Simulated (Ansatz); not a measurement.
Conformers of `CN([SiH2]F)[SiH](O)O`, each relaxed with PBE0-D4/def2-TZVP in Ansatz. CBS adds the triple-zeta coupled-cluster correction to the MP2 limit.

Not all of them had a frequency check.

Conformer A:

Z-matrix (Å, degrees):
```
C
N 1 1.463
H 1 1.094 2 111.7
H 1 1.094 2 110.9 3 120.3
H 1 1.092 2 110.8 3 -120.3
Si 2 1.707 1 121.3 3 105.8
Si 2 1.728 1 117.7 3 -77.3
F 6 1.611 2 110.4 1 116.8
H 6 1.479 2 113.5 1 -126.3
H 6 1.482 2 108.2 1 -0.9
O 7 1.639 2 106.6 1 -168.9
O 7 1.631 2 114.6 1 71.9
H 7 1.478 2 108.7 1 -44.5
H 11 0.960 7 118.4 2 53.5
H 12 0.959 7 117.9 2 70.1
```

Conformer B:

```xyz
15

C    -0.224    0.316   -1.740
N     0.130    0.236   -0.322
Si    0.259    1.644    0.638
F    -0.815    1.590    1.839
Si    0.416   -1.318    0.382
O    -0.783   -2.352   -0.032
O     0.606   -1.068    1.987
H    -0.502    1.336   -2.010
H    -1.069   -0.336   -1.976
H     0.614    0.022   -2.380
H    -0.073    2.812   -0.213
H     1.565    1.794    1.313
H     1.647   -1.971   -0.094
H    -1.691   -2.090    0.130
H    -0.082   -0.614    2.480
```

Question: Which is lowest in electronic energy at CCSD(T)/CBS (frozen core, def2 sets), and by how much? (An estimate is asked.)

Answer: Ansatz gave: A; B lies 1.5 kJ/mol higher. Gaps under about 2 kJ/mol don't settle the order.

Question: Give the energies relative to A (kJ/mol) with r2SCAN-D4/def2-TZVPP, PBE0-D4/def2-TZVPP, B3LYP-D4/def2-TZVPP, ωB97X-V/def2-TZVPP, B2PLYP/def2-TZVPP, HF/def2-TZVPP, HF/def2-QZVPP. (Estimate.)

Answer: Ansatz gave: 
```
               level    B
r2SCAN-D4/def2-TZVPP  1.5
  PBE0-D4/def2-TZVPP  1.5
 B3LYP-D4/def2-TZVPP  1.3
  ωB97X-V/def2-TZVPP  1.3
   B2PLYP/def2-TZVPP  1.5
       HF/def2-TZVPP  2.9
       HF/def2-QZVPP  3.0
```

B3LYP here is the variant with VWN-RPA as its local correlation; programs differ in this.
